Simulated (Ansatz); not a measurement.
Consider the formal exchange of groups at the Si–N bond: `C[Si](N)(N)Cl` + `O=COCS` → `C[Si](N)(S)Cl` + `NCOC=O`.

Isolated molecules relaxed with PBE0-D4/def2-TZVP in Ansatz; ΔE leaves out vibrations. CCSD(T)/CBS adds triple-zeta CCSD(T) − MP2 to the extrapolated MP2 energy (def2 sets, frozen cores). DFT in def2-TZVPP. Each species was taken in one conformer, which may not be the lowest.

`C[Si](N)(N)Cl`:

Cartesian coordinates in Å:
```
C 0.923 0.179 1.291
Si 0.000 -0.285 -0.251
N -1.667 -0.613 -0.136
N 0.177 0.989 -1.366
Cl 0.799 -2.112 -0.857
H 0.855 -0.621 2.030
H 0.506 1.090 1.728
H 1.983 0.351 1.083
H -2.007 -1.531 0.090
H -2.331 0.114 0.073
H -0.280 0.937 -2.262
H 1.041 1.503 -1.423
```

`O=COCS`:

```xyz
9

O     2.083    0.555    0.277
C     1.400   -0.254    0.832
O     0.102   -0.464    0.607
C    -0.480    0.375   -0.397
S    -2.255    0.196   -0.409
H     1.746   -0.945    1.615
H    -0.265    1.421   -0.175
H    -0.046    0.132   -1.367
H    -2.286   -1.017   -0.985
```

`C[Si](N)(S)Cl`:

```xyz
11

C     1.094    0.535   -0.883
Si   -0.110   -0.522    0.046
N    -1.555    0.349    0.274
S     0.565   -1.211    1.945
Cl   -0.325   -2.290   -1.015
H     0.682    0.823   -1.854
H     2.021   -0.013   -1.056
H     1.322    1.442   -0.318
H    -1.929    0.910   -0.475
H    -2.288   -0.040    0.846
H     0.522    0.018    2.490
```

`NCOC=O`:

```xyz
10

N     1.104    0.198   -1.400
C    -0.072    0.064   -0.642
O     0.232   -0.074    0.783
C    -0.817   -0.204    1.584
O    -1.965   -0.217    1.243
H     1.631    1.027   -1.160
H     1.705   -0.611   -1.335
H    -0.631   -0.822   -0.944
H    -0.711    0.940   -0.755
H    -0.476   -0.301    2.627
```

(1) Is it downhill or uphill in electronic energy at CCSD(T)/CBS, and by how much? (Best estimate.)

(2) What do these levels give: PBE-D4, PBE0-D4, MP2/def2-TZVPP, CCSD/def2-TZVPP, HF/def2-QZVPP, SCS-MP2/def2-QZVPP? (An estimate is asked.)

Largest T1 diagnostic among the species: 0.015.

## Answers

(1) The calculation gave: Downhill: ΔE = -4.9 kJ/mol.

(2) Computed: PBE-D4 -15.5, PBE0-D4 -13.9, MP2/def2-TZVPP -6.5, CCSD/def2-TZVPP -5.0, HF/def2-QZVPP -2.7, SCS-MP2/def2-QZVPP -3.4 kJ/mol.
